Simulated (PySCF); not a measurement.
Electron correlation in Tl⁺ (thallium, charge +1)

Starting occupation: [Xe] 4f14 5d10 6s2. Calculation: PySCF 2.14, in x2c-TZVPPall-2c with one added diffuse shell each of s, p, d, f type (12s12p10d4f, 126 functions); X2C-1e with screened-nucleus spin-orbit coupling, Gaussian nucleus. Frozen: [Xe] 4f14; 12 electrons correlated; the 54 highest virtual spinors left out.

MP2 pair energies summed by pair of shells (mhartree):

```tsv
pair	energy	share (%)
5d3/2-5d5/2	-115.82	33.2
5d5/2-5d5/2	-82.06	23.5
5d5/2-6s1/2	-59.26	17.0
5d3/2-6s1/2	-37.96	10.9
5d3/2-5d3/2	-34.26	9.8
6s1/2-6s1/2	-19.62	5.6
```

Total MP2 correlation energy: -348.99 mhartree.

The virtual space was cut to 108 spinors, which keep -348.99 of the -348.99 mhartree of MP2 correlation.

```
  level  correlation energy (mhartree)
   CCSD                        -327.66
    (T)                          -7.07
CCSD(T)                        -334.73
```

Diagnostics: T1 = 0.010, largest double amplitude 0.073.

Cost of the coupled-cluster step: 280 s of wall time on 4 threads of Neoverse-V2 (shared host), for 12 occupied and 108 virtual spinors.

Iterations:

```
Init t2, MP2 energy = -0.348993696996224
CCSD nocc = 12, nmo = 120
Init t2, MP2 energy = -0.348993696996224
Init E_corr(GCCSD) = -0.348993696996224
cycle = 1  E_corr(GCCSD) = -0.319933237528566  dE = 0.0290604595  norm(t1,t2) = 0.0566199
cycle = 2  E_corr(GCCSD) = -0.327368714386599  dE = -0.00743547686  norm(t1,t2) = 0.0142684
cycle = 3  E_corr(GCCSD) = -0.327161263719406  dE = 0.000207450667  norm(t1,t2) = 0.00505111
cycle = 4  E_corr(GCCSD) = -0.327659352667163  dE = -0.000498088948  norm(t1,t2) = 0.00140866
cycle = 5  E_corr(GCCSD) = -0.32766765697785  dE = -8.30431069e-06  norm(t1,t2) = 0.000185873
cycle = 6  E_corr(GCCSD) = -0.327659443479597  dE = 8.21349825e-06  norm(t1,t2) = 5.75203e-05
cycle = 7  E_corr(GCCSD) = -0.327661108491734  dE = -1.66501214e-06  norm(t1,t2) = 1.14552e-05
cycle = 8  E_corr(GCCSD) = -0.327661133499927  dE = -2.50081938e-08  norm(t1,t2) = 1.65206e-06
cycle = 9  E_corr(GCCSD) = -0.32766107054402  dE = 6.29559073e-08  norm(t1,t2) = 4.70346e-07
cycle = 10  E_corr(GCCSD) = -0.327661073672108  dE = -3.1280874e-09  norm(t1,t2) = 8.27832e-08
GCCSD converged
E(GCCSD) = -20265.26038360295  E_corr = -0.3276610736721075
```

This basis was not built for core-valence correlation, so the inner-shell part is incomplete.
